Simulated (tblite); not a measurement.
A tight-binding relaxation on `CB(C)[SiH2][Se][SiH3]`.

Computed with GFN2-xTB geometry optimisation, gas phase (tblite 0.8.0). Start geometry: from a force field or distance geometry. The command runs a driver script over a list of jobs; the input below is this job's line of settings and its coordinates in Å.

Command:
```bash
OMP_NUM_THREADS=1 python probes_run.py task.json out
```

Input:
```
{"job": {"kind": "relax", "xc": "GFN2-xTB", "basis": "xTB"}, "charge": 0, "multiplicity": 1}
C     -1.851000     1.424700     0.344900
B     -1.527300    -0.123300     0.432400
C     -2.388200    -1.213700    -0.338000
Si     0.326300    -0.633100     0.663300
Se     1.728500     1.103600     1.020400
Si     3.707300     0.477700     0.042500
H     -2.674100     1.561900    -0.401900
H     -2.167100     1.813200     1.353300
H     -0.975100     2.014800     0.062400
H     -2.072700    -2.195400     0.073800
H     -2.069000    -1.166000    -1.409500
H     -3.479100    -1.066400    -0.210500
H      0.731500    -1.256700    -0.601100
H      0.476300    -1.609700     1.757600
H      3.755400    -0.987600     0.167700
H      4.865200     1.089600     0.700500
H      3.606000     0.778600    -1.381200
```

Task: Estimate the output.

Result: 
```
step      E/eV     max force
  0    -483.64551    1.310
  1    -483.77257    0.936
  2    -483.88954    0.683
  3    -483.91735    0.601
  4    -483.95049    0.365
  5    -483.97233    0.400
  6    -483.99812    0.305
  7    -484.01305    0.275
  8    -484.02544    0.291
  9    -484.03610    0.357
... (158 lines left out)
168    -484.14730    0.014
169    -484.14733    0.016
170    -484.14735    0.013
171    -484.14737    0.012
172    -484.14740    0.014
173    -484.14743    0.019
174    -484.14746    0.016
175    -484.14749    0.020
176    -484.14751    0.011
177    -484.14754    0.010
```

«max force» is the largest atomic force in eV/Å.

In short: energy lowered by 11.6 kcal/mol over 177 steps; largest atomic force 0.010 eV/Å at the end.

Task: Give the final coordinates.

Result: 0.650 Å rms from the input after alignment:
```
atom  x, y, z in Å
C1    -1.9156    1.3284    0.5345
B2    -1.4903   -0.1110    0.0880
C3    -2.5648   -1.1515   -0.3961
Si4    0.4081   -0.6354    0.1253
Se5    1.7363    1.2878    0.2125
Si6    3.8276    0.4219    0.2615
H7    -2.9164    1.6318    0.2343
H8    -1.8857    1.3718    1.6262
H9    -1.2077    2.0909    0.2043
H10   -2.3275   -2.1814   -0.1361
H11   -2.5903   -1.1195   -1.4876
H12   -3.5779   -0.9387   -0.0603
H13    0.9585   -1.3688   -1.0285
H14    0.8684   -1.4188    1.2853
H15    3.9351   -0.4393    1.4331
H16    4.6991    1.5827    0.3454
H17    4.0361   -0.3390   -0.9653
```

Task: How long does this job take on one thread, Arm Neoverse N1 (aarch64), shared host?

Result: About 2.5 s.
Labels such as C1 count atoms from 1, the log's own numbers from 0.
